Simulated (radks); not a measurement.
The numbers below are computed, except where a source is named.
Problem. These are the eigenvalues of the occupied orbitals of an atom or ion with whole-number occupations (hartree). Code: a radial shooting solver on a logarithmic mesh with Libxc functionals. Model: scalar-relativistic Kohn-Sham, exchange-only LDA, spin-polarised, spherical densities, point nucleus.

1s up: -2285.061
1s down: -2285.056
2s up: -417.6319
2s down: -417.4978
2p up: -372.5077
2p down: -372.3960
3s up: -122.0678
3s down: -121.9745
3p up: -108.4628
3p down: -108.3640
3d up: -92.02709
3d down: -91.90276
4s up: -49.75103
4s down: -49.41619
4p up: -44.87481
4p down: -44.54411
4d up: -38.63736
4d down: -38.30848

Which element is it, and in what charge state? The configuration may be excited. Open shells, if any, are filled with parallel spins first.

Solution. Z = 70, ytterbium, charge +28: Yb28+ in [Kr] 4d6. The list shows which subshells hold electrons but not how many an open one holds; the 1s level, -2285.1 hartree, gives Z - s = 67.6 by -(Z - s)^2/2, which with screening and relativity narrows Z to a few neighbours, and the depths of the outer levels then fix element, charge and occupations together.
